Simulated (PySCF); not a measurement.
The numbers are results of PySCF 2.14.0 with ωB97X-D3(BJ)/def2-TZVP // PBE0-D3(BJ)/def2-SVP, not measurements. Isolated molecules, 0 K electronic values unless said otherwise. One relaxed conformer stands for a flexible species; it need not be the lowest. Delta-SCF ions had no search for a lower state. Excitations are Tamm–Dancoff values on a coarser integration grid. The basis has no diffuse functions, so Rydberg states are missing or too high.

Reference species (SMILES): `[C@@H]1(S)[C@@H]2C[C@](CC2)(B)C1` (neutral, multiplicity 1).

```
Quantity                                   Value
--------------------------------------  --------
S1 excitation (TDA)                      5.64 eV
S1 oscillator strength                     0.001
HOMO                                    -9.12 eV
vertical ionisation energy (Delta-SCF)   8.96 eV
```

Changed species: `C1[C@H]([C@@H]2[C@H](S)[C@H]1CC2)B`.

### Question
Predict the effect on the S1 excitation (TDA), S1 oscillator strength, HOMO and vertical ionisation energy (Delta-SCF).

### Answer
the S1 excitation (TDA) is nearly the same; the S1 oscillator strength hardly moves; the HOMO decreases by 0.10 eV, to -9.22 eV; the vertical ionisation energy (Delta-SCF) rises by 0.09 eV, to 9.05 eV.
